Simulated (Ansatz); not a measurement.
Ansatz (an electronic-structure program) input (PBE/def2-TZVPD):

Ansatz 0.2 input:
```yaml
crystal:
  periodic: [false, false, false]
  atoms:
    - {symbol: Ga, position_ang: [-0.03948009, -0.00409628, 0.01789663]}
    - {symbol: H, position_ang: [1.06030992, -0.38010390, 1.15746597]}
    - {symbol: H, position_ang: [0.12278560, 1.53990398, -0.47125681]}
    - {symbol: H, position_ang: [0.04078718, -1.03281531, -1.24100463]}
basis:
  gaussian:
    orbitals: def2-TZVPD
hamiltonian:
  xc: {name: PBE}
total_charge: -1
magnetization: {spin_polarized: true, initial_magnetization: 1}
output: {forces: true}
```

End of the output:

```
integrals: 0.02 GiB planned
529 factors; their error is unknown
mean field: 0.20 GiB planned
mean field evaluation 1: about -52415.9572 eV, gradient 3.3e1 eV
mean field evaluation 2: about -52413.2705 eV, gradient 5.4e1 eV
mean field evaluation 4: about -52418.0262 eV, gradient 4.2e-1 eV
mean field evaluation 8: about -52418.0090 eV, gradient 3.0e-2 eV
mean field evaluation 16: about -52415.7053 eV, gradient 5.2e0 eV
mean field -52418.00897902 eV, -1926.3262997765 hartree, gradient 2.2e-5 eV, S^2 0.751708; 0 other end points of the search recorded, 0 dependent functions left out
the calculation of the forces begins
reference -52418.00903451 eV, -1926.3263018157 hartree; 18, 17 occupied and 63, 64 virtual orbitals, 529 factors
Total energy: -52418.00903451 eV, -1926.3263018157 hartree
Atom 0 at    -0.039480    -0.004096     0.017897 Å, force     0.005595     0.000613    -0.002497 eV/Å
Atom 1 at     1.060310    -0.380104     1.157466 Å, force     0.011795    -0.009056     0.028953 eV/Å
Atom 2 at     0.122786     1.539904    -0.471257 Å, force    -0.007844     0.031164    -0.005166 eV/Å
Atom 3 at     0.040787    -1.032815    -1.241005 Å, force    -0.009545    -0.022721    -0.021291 eV/Å
Dipole moment:     0.015232     0.001581    -0.006904 e Å
```
